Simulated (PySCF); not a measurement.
CH₃O₂ (SMILES O=C[OH2+]), charge +1, singlet, geometry from GFN2-xTB. Base run: B3LYP/3-21G run with PySCF.

Input for PySCF:
```python
from pyscf import gto, scf, dft

mol = gto.M(
    atom='''
O     0.851809    0.788827    0.420931
C     0.516099   -0.173020   -0.103227
O    -0.998995   -0.451134   -0.171286
H     0.998297   -1.033837   -0.565574
H    -1.558831    0.301028    0.137339
H    -1.358567   -0.930619   -0.949564
''',
    basis='3-21g',
    charge=1,
    spin=0,
    verbose=3,
)

mf = dft.RKS(mol)
mf.xc = 'b3lyp'
mf.kernel()
mf.analyze()
```

Variants of this job, named by their change:

| change | ΔE vs base (µEh) | grid points | electrons on the grid |
|---|---|---|---|
| base | 0.0 | 71712 | 24.00000 |
| grids.prune = off | 0.1 | 113256 | 24.00000 |
| grids.atom_grid = (30, 110) | 2.6 | 14760 | 23.99977 |
| grids.prune = dft.gen_grid.treutler_prune | 1.5 | 61952 | 23.99999 |
| grids.level = 5 | -1.4 | 199560 | 24.00000 |
| grids.atom_grid = (50, 194) | 15.1 | 39384 | 23.99997 |
| grids.level = 7 | -1.3 | 410448 | 24.00000 |
| grids.atom_grid = (75, 302) | 0.0 | 86800 | 24.00000 |
| grids.level = 2 | 0.3 | 49744 | 24.00000 |
| grids.radi_method = delley | 0.1 | 77112 | 24.00000 |
| grids.becke_scheme = stratmann | -1.8 | 71712 | 24.00000 |
